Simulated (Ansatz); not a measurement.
`[Cl][GaH][Cl]`. Total charge 0; spin multiplicity 1. Correlated methods include outer-core shells of Ga, which these sets cover unevenly. Scalar relativity is left out up to krypton.

```xyz
4

Cl   -0.098    1.769    1.000
Ga   -0.158   -0.088   -0.037
Cl    1.738   -0.859   -0.618
H    -1.482   -0.822   -0.345
```

Task: Give the diagnostics of a CCSD(T)/def2-TZVPP run (frozen core, Ansatz 0.2.0). (Estimate.)

Result: Computed: T1 = 0.0114, largest single amplitude 0.026, largest double 0.022, (T) share of the correlation energy 4.1 %, 8 CCSD cycles. The RHF solution is stable towards an unrestricted one. T1 lies under the customary mark of 0.02 for closed shells.
